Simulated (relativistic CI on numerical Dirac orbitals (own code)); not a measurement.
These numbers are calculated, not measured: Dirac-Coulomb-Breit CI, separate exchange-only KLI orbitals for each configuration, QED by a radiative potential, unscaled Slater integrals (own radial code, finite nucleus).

The strongest absorption lines from the ground level of an ion, among the configurations computed and to levels below about 1230 eV (vacuum wavelength in nm, gf): 1.8476 (0.19), 1.8844 (0.85), 1.9016 (1.3), 1.9238 (1.3), 2.1392 (0.14), 2.2201 (0.34), 3.4921 (0.71), 3.6974 (0.16).

Task: Which ion is it?
A. Hg64+
B. Yb54+
C. Re59+
D. At69+

Result: C. Re59+ has 16 electrons and the ground level 3s²3p⁴ ³P2; the strongest line goes to 3s²3p³3d ³D°2. The pattern of lines fixes the number of electrons, and along that sequence the line energies rise steadily with the charge (about as its square where n changes within one kind of shell, about linearly where n is kept but much faster in heavy ions where fine structure, which grows about as Z⁴, sets the gap, and irregularly where shells cross), which fixes Z. Configurations outside the model, such as inner-shell arrays, can give stronger lines. At this charge energies of transitions that change n are usually good to better than 1 %, and those within a shell (Δn = 0) to a few per cent.

LS names give the leading component of a level, which can be under half, so a name can repeat, a term be missing and a line seem to break the LS rules.
